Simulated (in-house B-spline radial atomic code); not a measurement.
Successive ionisation energies of terbium; each step leads to the configuration of the next row (after the last: [Ne] 3s1). Dirac energy differences include first-order Breit, QED and recoil terms. NIST's values go from ground level to ground level; the uncertainty of those that are theory runs from under 0.1 % in few-electron ions to several per cent in heavy many-electron ones. Computed with a B-spline radial code for spherical atoms: Dirac-Hartree-Fock, average of the configuration, finite nuclei.

```tsv
ion	configuration	ionisation energy (eV)	tabulated value (eV)	tabulated kind	computed minus tabulated (eV)	highest orbital	largest mean radius (bohr)
Tb38+	[Ar] 3d9	2872.1	2852	tabulated theory	20	3d5/2	0.23379
Tb39+	[Ar] 3d8	2981.2	2961	tabulated theory	20	3d5/2	0.23221
Tb40+	[Ar] 3d7	3091.9	3078	tabulated theory	14	3d5/2	0.23065
Tb41+	[Ar] 3d6	3204.1	3189	tabulated theory	15	3d5/2	0.2291
Tb42+	[Ar] 3d5	3317.9	3300	tabulated theory	18	3d5/2	0.22759
Tb43+	[Ar] 3d4	3433.3	3458	tabulated theory	-25	3d5/2	0.22634
Tb44+	[Ar] 3d3	3550.2	3573	tabulated theory	-23	3d5/2	0.22509
Tb45+	[Ar] 3d2	?	?	tabulated theory	?	?	?
Tb46+	[Ar] 3d1	3788.7	3814	tabulated theory	-25	3d5/2	0.22261
Tb47+	[Ne] 3s2 3p6	?	?	tabulated theory	?	?	?
Tb48+	[Ne] 3s2 3p5	4308.9	4242	tabulated theory	67	3p3/2	0.22043
Tb49+	[Ne] 3s2 3p4	4416.7	4355	tabulated theory	62	3p3/2	0.21947
Tb50+	[Ne] 3s2 3p3	?	?	tabulated theory	?	?	?
Tb51+	[Ne] 3s2 3p2	4634.9	4760	tabulated theory	-125	3p3/2	0.21759
Tb52+	[Ne] 3s2 3p1	4745.4	4877	tabulated theory	-132	3p3/2	0.21665
Tb53+	[Ne] 3s2	5103.0	5103	tabulated theory	0	3s1/2	0.21573
```

Problem. Fill in the row of Tb45+.

Solution. ionisation energy (eV): 3668.7; tabulated value (eV): 3698; computed minus tabulated (eV): -29; highest orbital: 3d5/2; largest mean radius (bohr): 0.22385.

Problem. Fill in the row of Tb47+.

Solution. ionisation energy (eV): 4202.1; tabulated value (eV): 4139; computed minus tabulated (eV): 63; highest orbital: 3p3/2; largest mean radius (bohr): 0.22139.

Problem. Fill in the row of Tb50+.

Solution. ionisation energy (eV): 4525.3; tabulated value (eV): 4460; computed minus tabulated (eV): 65; highest orbital: 3p3/2; largest mean radius (bohr): 0.21852.

Where a p, d or f electron is removed, the computed value is a mean over both j, so it misses the tabulated one by a part of the spin-orbit splitting; averaging over terms and missing correlation add to the gap, relatively most at low charge.
